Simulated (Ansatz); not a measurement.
```yaml
crystal:
  periodic: [false, false, false]
  atoms:
    - {symbol: Si, position_ang: [-2.023180, -0.289496, 0.418127]}
    - {symbol: N, position_ang: [-0.702062, -0.595241, -0.291063]}
    - {symbol: C, position_ang: [0.682617, -0.007088, 0.531892]}
    - {symbol: Si, position_ang: [1.818783, 0.703317, -0.928877]}
    - {symbol: Cl, position_ang: [3.694105, 1.407976, -0.191019]}
    - {symbol: H, position_ang: [-2.310718, 1.151980, 0.948778]}
    - {symbol: H, position_ang: [-3.182519, -0.803764, -0.312649]}
    - {symbol: H, position_ang: [-2.191378, -1.177022, 1.817334]}
    - {symbol: H, position_ang: [-0.262274, -1.388045, -0.824918]}
    - {symbol: H, position_ang: [0.533545, 0.647740, 1.383434]}
    - {symbol: H, position_ang: [1.197585, -0.829346, 1.021612]}
    - {symbol: H, position_ang: [1.823011, -0.291234, -1.986694]}
    - {symbol: H, position_ang: [1.015311, 1.959358, -1.372763]}
basis:
  gaussian: {orbitals: cc-pVTZ}
magnetization: {spin_polarized: true, initial_magnetization: 2}
hamiltonian: {xc: {name: HF}}
correlation: {method: mp2, frozen_orbitals: {Si: 0}}
output: {forces: true}
```

```sh
$ ansatz run in.yaml --threads 4 --pin off --events-out ev --progress --plain --max-ram 10444MiB
```

It prints (some lines left out):

```
Functional definition: HF
Error: "frozen_orbitals" has no count for N
```

In this input frozen orbitals are typed for one element alone, and the program wants a count for each. The input was rejected before any iteration.
